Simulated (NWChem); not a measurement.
System: C₃H₆O₂; SMILES C1COCO1

Here is an NWChem input.

```
start job
memory heap 200 mb stack 900 mb global 1100 mb
geometry units angstroms noautosym nocenter noautoz
  C      0.737894     0.194709    -0.945665
  C     -0.737894    -0.194709    -0.945665
  O     -1.138542     0.153952     0.377037
  C      0.000000     0.000000     1.207317
  O      1.138542    -0.153952     0.377037
  H      0.866059     1.272311    -1.129655
  H      1.354266    -0.369943    -1.650257
  H     -0.866059    -1.272311    -1.129655
  H     -1.354266     0.369943    -1.650257
  H      0.078018     0.896772     1.839234
  H     -0.078018    -0.896772     1.839234
end
basis spherical
  * library 6-31g*
end
dft
  xc b3lyp
  iterations 150
end
cosmo
  do_cosmo_smd true
  solvent toluene
end
task dft energy
```

NWChem printed, in part:

```
             Northwest Computational Chemistry Package (NWChem) 7.3.0
             --------------------------------------------------------

                             Geometry "geometry" -> ""
                             -------------------------

 Output coordinates in angstroms (scale by  1.889725989 to convert to a.u.)

  No.       Tag          Charge          X              Y              Z
 ---- ---------------- ---------- -------------- -------------- --------------
    1 C                    6.0000     0.73789400     0.19470900    -0.94566500
    2 C                    6.0000    -0.73789400    -0.19470900    -0.94566500
    3 O                    8.0000    -1.13854200     0.15395200     0.37703700
    4 C                    6.0000     0.00000000     0.00000000     1.20731700
    5 O                    8.0000     1.13854200    -0.15395200     0.37703700
    6 H                    1.0000     0.86605900     1.27231100    -1.12965500
    7 H                    1.0000     1.35426600    -0.36994300    -1.65025700
    8 H                    1.0000    -0.86605900    -1.27231100    -1.12965500
    9 H                    1.0000    -1.35426600     0.36994300    -1.65025700
   10 H                    1.0000     0.07801800     0.89677200     1.83923400
   11 H                    1.0000    -0.07801800    -0.89677200     1.83923400

 Effective nuclear repulsion energy (a.u.)     194.0045793364

                                 NWChem DFT Module
                                 -----------------

 Summary of "ao basis" -> "ao basis" (spherical)
 ------------------------------------------------------------------------------
       Tag                 Description            Shells   Functions and Types
 ---------------- ------------------------------  ------  ---------------------
 C                           6-31g*                  6       14   3s2p1d
 O                           6-31g*                  6       14   3s2p1d
 H                           6-31g*                  2        2   2s

 in cosmo_initialize ...
 calling solv_data for solv:toluene

 solvent parameters
 solvname_short: toluene
 solvname_long:  toluene
 dielec:        2.3741
 dielecinf:     2.2383
 nonaqueous SMD model solvent descriptors
 dielec:        2.3741
 sola:          0.0000
 solb:          0.1400
 solc:          0.8570
 solg:         40.2000
 solh:          0.0000
 soln:          1.4961

          ---------------
          -cosmo- solvent
          ---------------
 Cosmo: York-Karplus, doi: 10.1021/jp992097l
 dielectric constant -eps-     =   2.37
 screen = (eps-1)/(eps    )    =   0.57879
 surface charge correction     = lagrangian

   van der Waals surface
 --------------------------

[...]

                                COSMO-SMD solvation results
                                ---------------------------

             internal energy in gas <Psi(g)|H|Psi(g)> =      -268.339790506434
         internal energy in solvent <Psi(s)|H|Psi(s)> =      -268.339647347260
                               delta internal energy  =         0.000143159175 (    0.09 kcal/mol)
   total free energy in solvent <Psi(s)|H+V/2|Psi(s)> =      -268.342777391432
 polarization energy contribution <Psi(s)|V/2|Psi(s)> =        -0.003130044173 (   -1.96 kcal/mol)
    total free energy in solvent including G(SMD-CDS) =      -268.344911287269
                       G(SMD-CDS) energy contribution =        -0.002133895836 (   -1.34 kcal/mol)
     1 M fixed-concentration free energy of solvation =        -0.005120780834 (   -3.21 kcal/mol)

                       DFT Final Molecular Orbital Analysis
                       ------------------------------------

 Vector   18  Occ=2.000000D+00  E=-3.340684D-01
              MO Center=  2.7D-07, -3.9D-08,  3.8D-01, r^2= 2.2D+00
   Bfn.  Coefficient  Atom+Function         Bfn.  Coefficient  Atom+Function
  ----- ------------  ---------------      ----- ------------  ---------------
    31      0.422995   3 O  px               59      0.422995   5 O  px
    35      0.293939   3 O  px               63      0.293940   5 O  px
    45     -0.178882   4 C  px               34     -0.123563   3 O  s
    62      0.123564   5 O  s                 6     -0.098850   1 C  s
    20      0.098850   2 C  s                 5     -0.097497   1 C  pz

 Vector   19  Occ=2.000000D+00  E=-2.693702D-01
              MO Center= -1.4D-08, -2.3D-09, -3.9D-02, r^2= 2.5D+00
   Bfn.  Coefficient  Atom+Function         Bfn.  Coefficient  Atom+Function
  ----- ------------  ---------------      ----- ------------  ---------------
    32      0.387941   3 O  py               60     -0.387941   5 O  py
    36      0.302917   3 O  py               64     -0.302917   5 O  py
    72      0.190785   6 H  s                76      0.190785   8 H  s
     4      0.151639   1 C  py               18     -0.151639   2 C  py
    71      0.135903   6 H  s                75      0.135903   8 H  s

 Vector   20  Occ=2.000000D+00  E=-2.483421D-01
              MO Center=  1.5D-08, -1.0D-09,  5.4D-01, r^2= 2.6D+00
   Bfn.  Coefficient  Atom+Function         Bfn.  Coefficient  Atom+Function
  ----- ------------  ---------------      ----- ------------  ---------------
    32      0.383898   3 O  py               60      0.383898   5 O  py
    36      0.282439   3 O  py               64      0.282439   5 O  py
    80     -0.228173  10 H  s                82      0.228173  11 H  s
    46     -0.197988   4 C  py               79     -0.167651  10 H  s
    81      0.167651  11 H  s                72     -0.109116   6 H  s

 Vector   21  Occ=0.000000D+00  E= 1.047035D-01
              MO Center= -1.1D-08,  1.3D-09, -6.3D-01, r^2= 5.7D+00
   Bfn.  Coefficient  Atom+Function         Bfn.  Coefficient  Atom+Function
  ----- ------------  ---------------      ----- ------------  ---------------
     6      1.032418   1 C  s                20      1.032418   2 C  s
    72     -0.807650   6 H  s                74     -0.810874   7 H  s
    76     -0.807650   8 H  s                78     -0.810874   9 H  s
    48      0.665680   4 C  s                80     -0.638530  10 H  s
    82     -0.638530  11 H  s                51      0.507371   4 C  pz

 Vector   22  Occ=0.000000D+00  E= 1.222554D-01
              MO Center= -3.6D-09, -5.2D-09, -8.0D-02, r^2= 4.2D+00
   Bfn.  Coefficient  Atom+Function         Bfn.  Coefficient  Atom+Function
  ----- ------------  ---------------      ----- ------------  ---------------
    49      0.783214   4 C  px               34      0.731925   3 O  s
    62     -0.731925   5 O  s                74     -0.555962   7 H  s
    78      0.555962   9 H  s                 7      0.505292   1 C  px
    21      0.505292   2 C  px               72      0.486290   6 H  s
    76     -0.486290   8 H  s                45      0.326996   4 C  px

 Vector   23  Occ=0.000000D+00  E= 1.338540D-01
              MO Center= -2.2D-10,  3.7D-09, -2.0D-01, r^2= 3.9D+00
   Bfn.  Coefficient  Atom+Function         Bfn.  Coefficient  Atom+Function
  ----- ------------  ---------------      ----- ------------  ---------------
    48      0.755368   4 C  s                80     -0.649249  10 H  s
    82     -0.649249  11 H  s                 9      0.639702   1 C  pz
    23      0.639702   2 C  pz               34     -0.624460   3 O  s
    62     -0.624460   5 O  s                 6      0.445580   1 C  s
    20      0.445580   2 C  s                37      0.387073   3 O  pz

     Multipole analysis of the density
     ---------------------------------

     L   x y z        total         alpha         beta         nuclear
     -   - - -        -----         -----         ----         -------
     0   0 0 0     -0.000000    -20.000000    -20.000000     40.000000

     1   1 0 0      0.000000      0.000000      0.000000     -0.000000
     1   0 1 0     -0.000000     -0.000000     -0.000000      0.000000
     1   0 0 1     -0.526223     -0.307669     -0.307669      0.089116

     2   2 0 0    -25.447773    -70.672725    -70.672725    115.897677
     2   1 1 0      0.718807     -0.107194     -0.107194      0.933195
     2   1 0 1     -0.000000     -0.000000     -0.000000      0.000000
     2   0 2 0    -21.770156    -21.515824    -21.515824     21.261492
     2   0 1 1      0.000000      0.000000      0.000000      0.000000
     2   0 0 2    -18.913214    -74.657250    -74.657250    130.401286
```

Level: B3LYP/6-31G* (spherical d), SMD on the gas-phase geometry. Coordinates come from a B3LYP/6-31G* (spherical d) optimisation. B3LYP is NWChem's, with the RPA form of VWN correlation. Solvent: toluene.
